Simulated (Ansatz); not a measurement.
Cost and result for the atomization energy of C3H5Al, SMILES `C=[C]1[CH2][AlH]1` (9 atoms, 9 bonds).

```json
{"atom": "C1", "x (Å)": "-1.192", "y (Å)": "0.780", "z (Å)": "0.792"}
{"atom": "C2", "x (Å)": "-0.351", "y (Å)": "0.245", "z (Å)": "-0.082"}
{"atom": "C3", "x (Å)": "0.546", "y (Å)": "-1.000", "z (Å)": "0.056"}
{"atom": "Al4", "x (Å)": "1.081", "y (Å)": "0.261", "z (Å)": "-1.297"}
{"atom": "H5", "x (Å)": "-1.443", "y (Å)": "0.284", "z (Å)": "1.731"}
{"atom": "H6", "x (Å)": "-1.672", "y (Å)": "1.737", "z (Å)": "0.608"}
{"atom": "H7", "x (Å)": "0.095", "y (Å)": "-1.890", "z (Å)": "-0.399"}
{"atom": "H8", "x (Å)": "0.942", "y (Å)": "-1.238", "z (Å)": "1.043"}
{"atom": "H9", "x (Å)": "1.995", "y (Å)": "0.821", "z (Å)": "-2.451"}
```

Total charge 0; spin multiplicity 1. Geometry: relaxed with PBE0-D4/def2-TZVP. Program: Ansatz. All runs use 2 threads of an Arm Neoverse V1 on a shared host. Times are those of one run each, without the atoms' runs, and a repeat can differ threefold. Electronic energies, without spin–orbit coupling; frozen cores. CCSD(T)/CBS adds CCSD(T) − MP2 in def2-TZVPP to the MP2 limit, and its time is that of the two runs behind it. T1 = 0.012; the RHF reference is unstable towards UHF.

CCSD(T)/CBS is a level of theory with its own doubt, some kJ/mol a heavy atom from the limit and from the frozen cores, so smaller differences don't rank the functionals.

| level | functions | wall time |
| --- | --- | --- |
| LDA (SPW92)/def2-TZVPP | 205 | 1.6 s |
| BLYP-D4/def2-TZVPP | 205 | 2.5 s |
| revPBE-D4/def2-TZVPP | 205 | 2.5 s |
| CCSD(T)/def2-SVP | 85 | 2.7 s |
| BHLYP-D4/def2-TZVPP | 205 | 3.6 s |
| CAM-B3LYP-D4/def2-TZVPP | 205 | 4 s |
| r2SCANh-D4/def2-TZVPP | 205 | 6.5 s |
| PBE-QIDH/def2-TZVPP | 205 | 7 s |
| ωB97X-V/def2-TZVPP | 205 | 10 s |
| B97M-V/def2-TZVPP | 205 | 12 s |
| MP2/def2-QZVPP | 391 | 23 s |
| CCSD(T)/def2-TZVPP | 205 | 62 s |
| CCSD(T)/CBS(def2) | – | 84 s |

(1) What atomization energy does each give, and how far from CCSD(T)/CBS? (Estimate.)

Answers

(1) The calculation gave: 
```json
{"level": "LDA (SPW92)/def2-TZVPP", "atomization (kcal/mol)": "909.9", "difference from CCSD(T)/CBS": "116.5", "per bond": "12.9"}
{"level": "BLYP-D4/def2-TZVPP", "atomization (kcal/mol)": "793.6", "difference from CCSD(T)/CBS": "0.2", "per bond": "0.0"}
{"level": "revPBE-D4/def2-TZVPP", "atomization (kcal/mol)": "796.0", "difference from CCSD(T)/CBS": "2.6", "per bond": "0.3"}
{"level": "CCSD(T)/def2-SVP", "atomization (kcal/mol)": "758.5", "difference from CCSD(T)/CBS": "-34.9", "per bond": "-3.9"}
{"level": "BHLYP-D4/def2-TZVPP", "atomization (kcal/mol)": "771.6", "difference from CCSD(T)/CBS": "-21.8", "per bond": "-2.4"}
{"level": "CAM-B3LYP-D4/def2-TZVPP", "atomization (kcal/mol)": "796.1", "difference from CCSD(T)/CBS": "2.7", "per bond": "0.3"}
{"level": "r2SCANh-D4/def2-TZVPP", "atomization (kcal/mol)": "795.4", "difference from CCSD(T)/CBS": "2.0", "per bond": "0.2"}
{"level": "PBE-QIDH/def2-TZVPP", "atomization (kcal/mol)": "793.4", "difference from CCSD(T)/CBS": "0.0", "per bond": "0.0"}
{"level": "ωB97X-V/def2-TZVPP", "atomization (kcal/mol)": "795.0", "difference from CCSD(T)/CBS": "1.6", "per bond": "0.2"}
{"level": "B97M-V/def2-TZVPP", "atomization (kcal/mol)": "803.1", "difference from CCSD(T)/CBS": "9.7", "per bond": "1.1"}
{"level": "MP2/def2-QZVPP", "atomization (kcal/mol)": "799.0", "difference from CCSD(T)/CBS": "5.6", "per bond": "0.6"}
{"level": "CCSD(T)/def2-TZVPP", "atomization (kcal/mol)": "773.7", "difference from CCSD(T)/CBS": "-19.7", "per bond": "-2.2"}
{"level": "CCSD(T)/CBS(def2)", "atomization (kcal/mol)": "793.4", "difference from CCSD(T)/CBS": "0.0", "per bond": "0.0"}
```

From BLYP to BHLYP (50 % exact exchange), in def2-TZVPP and without D4, the atomization energy moves by −18.3 kcal/mol: exact exchange takes away binding that semilocal exchange gives to molecules. At CCSD(T), def2-SVP lies −34.9 kcal/mol from the extrapolated value and def2-TZVPP −19.6 kcal/mol: correlation converges slowly with the basis, and small sets miss more of it in the bonded molecule than in its fragments. Leaving LDA and LC-ωPBE aside and taking each functional with its dispersion term where it has one, the values, not all of them listed here, spread over 43.6 kcal/mol, from BHLYP-D4 to PBE-D4. LDA lies +98.4 kcal/mol from PBE without D4, its usual overbinding.
